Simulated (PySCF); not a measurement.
Cl$_{4}$Zr, charge +1, doublet, at a GFN2-xTB geometry (such geometries of metal compounds can be far from the true shape) (the multiplicity is a formal guess) (core potentials on Zr); DF-PBE/def2-SV(P) in PySCF.

Input for PySCF:
```python
from pyscf import gto, scf, dft

mol = gto.Mole()
mol.atom = '''
    Zr   -0.00000000   -0.00000000    0.00000000
    Cl    1.80997866   -0.56857924   -1.23715383
    Cl    0.65038716    0.46866343    2.11830258
    Cl   -0.99135235    1.82363867   -0.90632070
    Cl   -1.46901347   -1.72372286    0.02517195
'''
mol.basis = 'def2-sv(p)'
mol.ecp = {'Zr': 'def2-sv(p)'}
mol.charge = 1
mol.spin = 1
mol.verbose = 4
mol.build()

mf = dft.UKS(mol)
mf.xc = 'pbe'
mf = mf.density_fit(auxbasis='def2-universal-jkfit')
mf.kernel()
```

What the program printed (banner, timings and long lists left out):

```
PySCF version 2.14.0

[INPUT] verbose = 4
[INPUT] num. atoms = 5
[INPUT] num. electrons = 79
[INPUT] charge = 1
[INPUT] spin (= nelec alpha-beta = 2S) = 1
[INPUT] symmetry False subgroup None
[INPUT] Mole.unit = angstrom
[INPUT] Symbol           X                Y                Z      unit          X                Y                Z       unit  Magmom
[...]
nuclear repulsion = 438.743180542094
number of shells = 42
number of NR pGTOs = 194
number of NR cGTOs = 96
basis = def2-sv(p)
ecp = {'Zr': 'def2-sv(p)'}

******** <class 'pyscf.df.df_jk.DFUKS'> ********
method = DFUKS
initial guess = minao
damping factor = 0
level_shift factor = 0
DIIS = <class 'pyscf.scf.diis.CDIIS'>
diis_start_cycle = 1
diis_space = 8
diis_damp = 0
SCF conv_tol = 1e-09
SCF conv_tol_grad = None
SCF max_cycles = 50
direct_scf = False
number electrons alpha = 40  beta = 39
XC library pyscf.dft.libxc version 7.1.2
    S. Lehtola, C. Steigemann, M. J. T. Oliveira, and M. A. L. Marques,  SoftwareX 7, 1–5 (2018)
XC functionals = pbe
    J. P. Perdew, K. Burke, and M. Ernzerhof,  Phys. Rev. Lett. 77, 3865 (1996)
    J. P. Perdew, K. Burke, and M. Ernzerhof,  Phys. Rev. Lett. 78, 1396 (1997)
    J. P. Perdew, K. Burke, and M. Ernzerhof,  Phys. Rev. Lett. 77, 3865 (1996)
    J. P. Perdew, K. Burke, and M. Ernzerhof,  Phys. Rev. Lett. 78, 1396 (1997)
radial grids:
    Treutler-Ahlrichs [JCP 102, 346 (1995); DOI:10.1063/1.469408] (M4) radial grids

becke partition: Becke, JCP 88, 2547 (1988); DOI:10.1063/1.454033
pruning grids: <function nwchem_prune>
grids dens level: 3
symmetrized grids: False
atomic radii adjust function: <function treutler_atomic_radii_adjust>
small_rho_cutoff = 0
Set gradient conv threshold to 3.16228e-05
tot grids = 97912
init E= -1881.10800867207

cycle= 1 E= -1884.79600443205  delta_E= -3.69  |g|=  1.8  |ddm|= 3.46
cycle= 2 E= -1882.27512826751  delta_E= 2.52  |g|=  2.6  |ddm|= 4.18
cycle= 3 E= -1886.32017186057  delta_E= -4.05  |g|= 0.377  |ddm|= 2.81
cycle= 4 E= -1885.92133628327  delta_E= 0.399  |g|= 0.821  |ddm|= 1.44
cycle= 5 E= -1886.38413141562  delta_E= -0.463  |g|= 0.242  |ddm|= 0.955
cycle= 6 E= -1886.37461897288  delta_E= 0.00951  |g|= 0.262  |ddm|= 1.11

cycle= 7 E= -1886.40397666395  delta_E= -0.0294  |g|= 0.176  |ddm|= 1.07
cycle= 8 E= -1886.41461937167  delta_E= -0.0106  |g|= 0.14  |ddm|= 1.05
cycle= 9 E= -1886.41400495416  delta_E= 0.000614  |g|= 0.14  |ddm|= 1.08

cycle= 10 E= -1886.42339022084  delta_E= -0.00939  |g|= 0.101  |ddm|= 1.02

[...]

cycle= 20 E= -1886.42238176148  delta_E= -0.00412  |g|= 0.104  |ddm|= 0.876

cycle= 21 E= -1886.42211912673  delta_E= 0.000263  |g|= 0.105  |ddm|= 0.536

cycle= 22 E= -1886.42286024554  delta_E= -0.000741  |g|= 0.101  |ddm|= 0.369

cycle= 23 E= -1886.42402082355  delta_E= -0.00116  |g|= 0.0971  |ddm|= 0.224

cycle= 24 E= -1886.42234408954  delta_E= 0.00168  |g|= 0.106  |ddm|= 0.962

cycle= 25 E= -1886.42190333976  delta_E= 0.000441  |g|= 0.105  |ddm|= 1.08
cycle= 26 E= -1886.4147275846  delta_E= 0.00718  |g|= 0.137  |ddm|= 1.08
cycle= 27 E= -1886.41336913054  delta_E= 0.00136  |g|= 0.142  |ddm|= 0.926

cycle= 28 E= -1886.42164917386  delta_E= -0.00828  |g|= 0.11  |ddm|= 0.541

cycle= 29 E= -1886.42022638466  delta_E= 0.00142  |g|= 0.111  |ddm|= 0.403

cycle= 30 E= -1886.42313829079  delta_E= -0.00291  |g|= 0.102  |ddm|= 0.481

cycle= 31 E= -1886.42179999848  delta_E= 0.00134  |g|= 0.106  |ddm|= 1.07

cycle= 32 E= -1886.41928446709  delta_E= 0.00252  |g|= 0.118  |ddm|= 1.07

cycle= 33 E= -1886.4184227795  delta_E= 0.000862  |g|= 0.124  |ddm|= 1.07
cycle= 34 E= -1886.4180240653  delta_E= 0.000399  |g|= 0.121  |ddm|= 1.07

cycle= 35 E= -1886.41991061331  delta_E= -0.00189  |g|= 0.114  |ddm|= 0.428

cycle= 36 E= -1886.42066074061  delta_E= -0.00075  |g|= 0.108  |ddm|= 0.407

cycle= 37 E= -1886.42580355565  delta_E= -0.00514  |g|= 0.0906  |ddm|= 1.07
cycle= 38 E= -1886.41867908199  delta_E= 0.00712  |g|= 0.117  |ddm|= 0.72

cycle= 39 E= -1886.41978585928  delta_E= -0.00111  |g|= 0.111  |ddm|= 1.02
cycle= 40 E= -1886.41681157007  delta_E= 0.00297  |g|= 0.127  |ddm|= 1.03

cycle= 41 E= -1886.42038928045  delta_E= -0.00358  |g|= 0.109  |ddm|= 0.113

cycle= 42 E= -1886.42027505067  delta_E= 0.000114  |g|= 0.109  |ddm|= 0.163

cycle= 43 E= -1886.42122183571  delta_E= -0.000947  |g|= 0.106  |ddm|= 0.943

cycle= 44 E= -1886.42171747417  delta_E= -0.000496  |g|= 0.105  |ddm|= 0.255
cycle= 45 E= -1886.41472532754  delta_E= 0.00699  |g|= 0.136  |ddm|= 0.903

cycle= 46 E= -1886.419547385  delta_E= -0.00482  |g|= 0.113  |ddm|= 0.275

cycle= 47 E= -1886.4249447413  delta_E= -0.0054  |g|= 0.0934  |ddm|= 0.764
cycle= 48 E= -1886.41401748277  delta_E= 0.0109  |g|= 0.14  |ddm|= 1.06
cycle= 49 E= -1886.41881564213  delta_E= -0.0048  |g|= 0.117  |ddm|= 0.187

cycle= 50 E= -1886.41966719141  delta_E= -0.000852  |g|= 0.112  |ddm|= 0.0578
SCF not converged.
SCF energy = -1886.41966719141 after 50 cycles  <S^2> = 0.75219494  2S+1 = 2.0021937
```

Convergence was not reached.
